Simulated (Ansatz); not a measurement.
Program: Ansatz. Geometries: PBE0-D4/def2-TZVP. ΔE: electronic, gas phase. CCSD(T)/CBS is the MP2 limit (def2-TZVPP, def2-QZVPP) plus CCSD(T) − MP2 in def2-TZVPP, frozen cores. This one scheme is used for every species. DFT in def2-TZVPP. B3LYP here is the variant with VWN-RPA as its local correlation; programs differ in this. HSE06 is defined as in plane-wave codes. One conformer a species, not always the lowest.

Consider the substitution at a C–F bond: `Cc1ccc(F)cc1` + `CNC` → `Cc1ccc(N(C)C)cc1` + H–F.

`Cc1ccc(F)cc1`:

```xyz
15

C     0.607   -1.594    1.443
C     0.201   -0.514    0.486
C    -1.138   -0.181    0.308
C    -1.528    0.796   -0.595
C    -0.555    1.446   -1.326
F    -0.920    2.395   -2.200
C     0.785    1.150   -1.177
C     1.150    0.169   -0.268
H     0.636   -2.569    0.946
H    -0.095   -1.673    2.275
H     1.601   -1.408    1.854
H    -1.897   -0.694    0.890
H    -2.570    1.059   -0.733
H     1.522    1.685   -1.763
H     2.202   -0.068   -0.142
```

`CNC`:

Z-matrix (Å, degrees):
```
C
N 1 1.445
H 1 1.094 2 109.4
H 1 1.092 2 110.0 3 117.9
H 1 1.104 2 114.0 3 -120.2
C 2 1.445 1 112.8 3 65.3
H 2 1.011 1 109.8 3 -171.9
H 6 1.104 2 114.0 1 54.9
H 6 1.094 2 109.4 1 -65.3
H 6 1.092 2 110.0 1 176.8
```

`Cc1ccc(N(C)C)cc1`:

Cartesian coordinates in Å:
```
C -2.656 -0.883 -2.499
C -1.603 -0.519 -1.498
C -0.580 0.369 -1.805
C 0.381 0.734 -0.878
C 0.355 0.223 0.427
N 1.287 0.607 1.371
C 2.451 1.333 0.940
C 1.381 -0.139 2.597
C -0.662 -0.693 0.733
C -1.612 -1.043 -0.210
H -2.284 -0.784 -3.521
H -3.535 -0.236 -2.409
H -2.997 -1.912 -2.364
H -0.522 0.789 -2.805
H 1.159 1.420 -1.183
H 2.172 2.279 0.467
H 3.063 1.573 1.809
H 3.071 0.769 0.227
H 2.148 0.309 3.228
H 0.440 -0.103 3.152
H 1.640 -1.197 2.438
H -0.716 -1.144 1.714
H -2.382 -1.756 0.069
```

H–F:

Z-matrix (Å, degrees):
```
F
H 1 0.920
```

```json
{"level": "LDA (SPW92)", "ΔE (kcal/mol)": "-11.2", "difference from CCSD(T)/CBS": "-1.4"}
{"level": "PBE-D4", "ΔE (kcal/mol)": "-8.3", "difference from CCSD(T)/CBS": "1.5"}
{"level": "revPBE-D4", "ΔE (kcal/mol)": "-10.2", "difference from CCSD(T)/CBS": "-0.4"}
{"level": "BLYP-D4", "ΔE (kcal/mol)": "-7.4", "difference from CCSD(T)/CBS": "2.4"}
{"level": "r2SCAN-D4", "ΔE (kcal/mol)": "-6.8", "difference from CCSD(T)/CBS": "3.0"}
{"level": "B97M-V", "ΔE (kcal/mol)": "-5.1", "difference from CCSD(T)/CBS": "4.7"}
{"level": "PBE0-D4", "ΔE (kcal/mol)": "-8.6", "difference from CCSD(T)/CBS": "1.2"}
{"level": "B3LYP-D4", "ΔE (kcal/mol)": "-7.3", "difference from CCSD(T)/CBS": "2.5"}
{"level": "r2SCANh-D4", "ΔE (kcal/mol)": "-7.1", "difference from CCSD(T)/CBS": "2.7"}
{"level": "r2SCAN0-D4", "ΔE (kcal/mol)": "-7.6", "difference from CCSD(T)/CBS": "2.2"}
{"level": "BHLYP-D4", "ΔE (kcal/mol)": "-6.6", "difference from CCSD(T)/CBS": "3.2"}
{"level": "CAM-B3LYP-D4", "ΔE (kcal/mol)": "-6.2", "difference from CCSD(T)/CBS": "3.6"}
{"level": "ωB97M-V", "ΔE (kcal/mol)": "-6.3", "difference from CCSD(T)/CBS": "3.5"}
{"level": "B2PLYP", "ΔE (kcal/mol)": "-6.1", "difference from CCSD(T)/CBS": "3.7"}
{"level": "PBE-QIDH", "ΔE (kcal/mol)": "-9.2", "difference from CCSD(T)/CBS": "0.6"}
{"level": "PBE", "ΔE (kcal/mol)": "-5.2", "difference from CCSD(T)/CBS": "4.6"}
{"level": "revPBE", "ΔE (kcal/mol)": "-2.6", "difference from CCSD(T)/CBS": "7.2"}
{"level": "BLYP", "ΔE (kcal/mol)": "-1.3", "difference from CCSD(T)/CBS": "8.5"}
{"level": "PBE0", "ΔE (kcal/mol)": "-5.8", "difference from CCSD(T)/CBS": "4.0"}
{"level": "B3LYP", "ΔE (kcal/mol)": "-2.6", "difference from CCSD(T)/CBS": "7.2"}
{"level": "r2SCANh", "ΔE (kcal/mol)": "-6.0", "difference from CCSD(T)/CBS": "3.8"}
{"level": "r2SCAN0", "ΔE (kcal/mol)": "-6.4", "difference from CCSD(T)/CBS": "3.4"}
{"level": "HSE06", "ΔE (kcal/mol)": "-5.9", "difference from CCSD(T)/CBS": "3.9"}
{"level": "BHLYP", "ΔE (kcal/mol)": "-3.0", "difference from CCSD(T)/CBS": "6.8"}
{"level": "CAM-B3LYP", "ΔE (kcal/mol)": "-3.3", "difference from CCSD(T)/CBS": "6.5"}
{"level": "LC-ωPBE", "ΔE (kcal/mol)": "-5.1", "difference from CCSD(T)/CBS": "4.7"}
{"level": "HF/def2-SVP", "ΔE (kcal/mol)": "0.1", "difference from CCSD(T)/CBS": "9.9"}
{"level": "CCSD/def2-SVP", "ΔE (kcal/mol)": "-6.5", "difference from CCSD(T)/CBS": "3.3"}
{"level": "CCSD(T)/def2-SVP", "ΔE (kcal/mol)": "-7.7", "difference from CCSD(T)/CBS": "2.1"}
{"level": "HF/def2-TZVPP", "ΔE (kcal/mol)": "0.8", "difference from CCSD(T)/CBS": "10.6"}
{"level": "MP2/def2-TZVPP", "ΔE (kcal/mol)": "-13.0", "difference from CCSD(T)/CBS": "-3.2"}
{"level": "SCS-MP2/def2-TZVPP", "ΔE (kcal/mol)": "-9.5", "difference from CCSD(T)/CBS": "0.3"}
{"level": "CCSD/def2-TZVPP", "ΔE (kcal/mol)": "-7.4", "difference from CCSD(T)/CBS": "2.4"}
{"level": "CCSD(T)/def2-TZVPP", "ΔE (kcal/mol)": "-9.0", "difference from CCSD(T)/CBS": "0.8"}
{"level": "HF/def2-QZVPP", "ΔE (kcal/mol)": "0.8", "difference from CCSD(T)/CBS": "10.6"}
{"level": "MP2/def2-QZVPP", "ΔE (kcal/mol)": "-13.5", "difference from CCSD(T)/CBS": "-3.7"}
{"level": "SCS-MP2/def2-QZVPP", "ΔE (kcal/mol)": "-10.0", "difference from CCSD(T)/CBS": "-0.2"}
{"level": "HF/CBS(def2)", "ΔE (kcal/mol)": "0.8", "difference from CCSD(T)/CBS": "10.6"}
{"level": "MP2/CBS(def2)", "ΔE (kcal/mol)": "-13.8", "difference from CCSD(T)/CBS": "-4.0"}
{"level": "CCSD/CBS(def2)", "ΔE (kcal/mol)": "-8.2", "difference from CCSD(T)/CBS": "1.6"}
{"level": "CCSD(T)/CBS", "ΔE (kcal/mol)": "-9.8", "difference from CCSD(T)/CBS": "0"}
```

Largest T1 diagnostic among the species: 0.011.

Leaving LDA and LC-ωPBE aside and taking each functional with its dispersion term where it has one, the values spread over 5.2 kcal/mol, from revPBE-D4 to B97M-V. LDA lies −6.0 kcal/mol from PBE without D4. At CCSD(T), def2-SVP lies +2.1 kcal/mol from the extrapolated value and def2-TZVPP +0.8 kcal/mol.
